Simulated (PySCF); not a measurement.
C2H5N, septet, at a GFN2-xTB geometry of the parent state (a higher spin typed on purpose: for a closed-shell molecule this is an excited state); TPSS/6-31G* (PySCF).

PySCF was given this input:
```python
from pyscf import gto, scf, dft

mol = gto.M(
    atom='''
C     1.18220412   -0.18704546    0.00761715
N    -0.13698691    0.02812507    0.44949271
C    -1.19713933    0.18377426   -0.35550450
H     1.53745989    0.64718989   -0.61480816
H     1.83221410   -0.29239572    0.87664903
H     1.25623146   -1.08844880   -0.61795110
H    -1.93125172   -0.61564286   -0.33659213
H    -1.64613406    1.17204923   -0.36642255
''',
    basis='6-31g*',
    spin=6,
    verbose=4,
)

mf = dft.ROKS(mol)
mf.xc = 'tpss'
mf.kernel()
```

### Question
Predict the main parts of the log of this PySCF run.

### Answer

```
PySCF version 2.14.0

[INPUT] verbose = 4
[INPUT] num. atoms = 8
[INPUT] num. electrons = 24
[INPUT] charge = 0
[INPUT] spin (= nelec alpha-beta = 2S) = 6
[INPUT] symmetry False subgroup None
[INPUT] Mole.unit = angstrom
[INPUT] Symbol           X                Y                Z      unit          X                Y                Z       unit  Magmom
[...]
nuclear repulsion = 71.0196935426205
number of shells = 28
number of NR pGTOs = 101
number of NR cGTOs = 52
basis = 6-31g*
ecp = {}

******** <class 'pyscf.dft.roks.ROKS'> ********
method = ROKS
initial guess = minao
damping factor = 0
level_shift factor = 0
DIIS = <class 'pyscf.scf.diis.CDIIS'>
diis_start_cycle = 1
diis_space = 8
diis_damp = 0
SCF conv_tol = 1e-09
SCF conv_tol_grad = None
SCF max_cycles = 50
direct_scf = True
direct_scf_tol = 1e-13
num. doubly occ = 9  num. singly occ = 6
XC library pyscf.dft.libxc version 7.1.2
    S. Lehtola, C. Steigemann, M. J. T. Oliveira, and M. A. L. Marques,  SoftwareX 7, 1–5 (2018)
XC functionals = tpss
    J. Tao, J. P. Perdew, V. N. Staroverov, and G. E. Scuseria,  Phys. Rev. Lett. 91, 146401 (2003)
    J. P. Perdew, J. Tao, V. N. Staroverov, and G. E. Scuseria,  J. Chem. Phys. 120, 6898 (2004)
    J. Tao, J. P. Perdew, V. N. Staroverov, and G. E. Scuseria,  Phys. Rev. Lett. 91, 146401 (2003)
    J. P. Perdew, J. Tao, V. N. Staroverov, and G. E. Scuseria,  J. Chem. Phys. 120, 6898 (2004)
radial grids:
    Treutler-Ahlrichs [JCP 102, 346 (1995); DOI:10.1063/1.469408] (M4) radial grids

becke partition: Becke, JCP 88, 2547 (1988); DOI:10.1063/1.454033
pruning grids: <function nwchem_prune>
grids dens level: 3
symmetrized grids: False
atomic radii adjust function: <function treutler_atomic_radii_adjust>
small_rho_cutoff = 0
Set gradient conv threshold to 3.16228e-05
tot grids = 91184
init E= -133.971484903436
[...]
cycle= 1 E= -133.039588385435  delta_E= 0.932  |g|= 0.272  |ddm|= 10.8

WARN: HOMO 0.0622457431482898 >= LUMO 0.0606221588450097

cycle= 2 E= -132.818357594701  delta_E= 0.221  |g|= 0.684  |ddm|= 10.3

WARN: HOMO 0.0906709813583064 >= LUMO 0.0762479612962421

cycle= 3 E= -132.916273772843  delta_E= -0.0979  |g|= 0.485  |ddm|= 9.45

WARN: HOMO 0.0886786189230673 >= LUMO 0.0807128038179963

cycle= 4 E= -132.963876278544  delta_E= -0.0476  |g|= 0.302  |ddm|=   11

WARN: HOMO 0.132542092883899 >= LUMO 0.0529596334786833

cycle= 5 E= -132.904399243578  delta_E= 0.0595  |g|= 0.338  |ddm|= 14.9

WARN: HOMO 0.0992219283897349 >= LUMO 0.0780559279641002

[...]
cycle= 15 E= -133.027299164617  delta_E= 0.0361  |g|= 0.205  |ddm|= 10.4

WARN: HOMO 0.0933798991197281 >= LUMO 0.0771277446877248

cycle= 16 E= -133.064254909975  delta_E= -0.037  |g|= 0.0156  |ddm|= 10.3
[...]
cycle= 17 E= -133.021374238807  delta_E= 0.0429  |g|= 0.22  |ddm|= 10.4

WARN: HOMO 0.0951183840883378 >= LUMO 0.0778594974462634

cycle= 18 E= -133.06429271381  delta_E= -0.0429  |g|= 0.00891  |ddm|= 10.4
[...]
cycle= 19 E= -133.021407698369  delta_E= 0.0429  |g|= 0.22  |ddm|= 10.4

WARN: HOMO 0.0959423035221461 >= LUMO 0.0776420552256458

cycle= 20 E= -133.064126063386  delta_E= -0.0427  |g|= 0.0102  |ddm|= 10.4

WARN: HOMO 0.0959152860342374 >= LUMO 0.0779242180044415

cycle= 21 E= -133.064400004238  delta_E= -0.000274  |g|= 0.00215  |ddm|= 0.818

WARN: HOMO 0.0960402906163194 >= LUMO 0.0779831839587541

cycle= 22 E= -133.064390804878  delta_E= 9.2e-06  |g|= 0.00273  |ddm|= 0.237
[...]
cycle= 23 E= -133.020609663308  delta_E= 0.0438  |g|= 0.222  |ddm|= 10.4

WARN: HOMO 0.0960243217593173 >= LUMO 0.077935695051834

cycle= 24 E= -133.064402419992  delta_E= -0.0438  |g|= 0.00162  |ddm|= 10.4
[...]
cycle= 25 E= -133.020229913863  delta_E= 0.0442  |g|= 0.223  |ddm|= 10.4

WARN: HOMO 0.0961006008302951 >= LUMO 0.0779313552153034

cycle= 26 E= -133.064405271721  delta_E= -0.0442  |g|= 0.000708  |ddm|= 10.4

WARN: HOMO 0.0961451114898106 >= LUMO 0.0779358655391933

cycle= 27 E= -133.064405644771  delta_E= -3.73e-07  |g|= 0.000318  |ddm|= 0.0287

WARN: HOMO 0.0961500965380666 >= LUMO 0.0779280169657648

cycle= 28 E= -133.064405705374  delta_E= -6.06e-08  |g|= 0.000209  |ddm|= 0.00779

WARN: HOMO 0.0961770149116505 >= LUMO 0.0779315673703311

cycle= 29 E= -133.064405717332  delta_E= -1.2e-08  |g|= 0.000127  |ddm|= 0.0113

WARN: HOMO 0.0961830557739805 >= LUMO 0.0779329631031334

cycle= 30 E= -133.0644057281  delta_E= -1.08e-08  |g|= 7.64e-05  |ddm|= 0.00177

WARN: HOMO 0.0961836185236402 >= LUMO 0.0779314377895233

cycle= 31 E= -133.064405739749  delta_E= -1.16e-08  |g|= 3.37e-05  |ddm|= 0.00299

WARN: HOMO 0.0961835540974381 >= LUMO 0.0779314473240493

cycle= 32 E= -133.064405741616  delta_E= -1.87e-09  |g|= 1.66e-05  |ddm|= 0.00283

WARN: HOMO 0.0961840064094548 >= LUMO 0.0779311718031463

cycle= 33 E= -133.064405741993  delta_E= -3.77e-10  |g|= 6.12e-06  |ddm|= 0.000601

WARN: HOMO 0.0961839015052934 >= LUMO 0.077931301588154

Extra cycle  E= -133.064405740935  delta_E= 1.06e-09  |g|= 2.14e-05  |ddm|= 0.00176
converged SCF energy = -133.064405740935
```
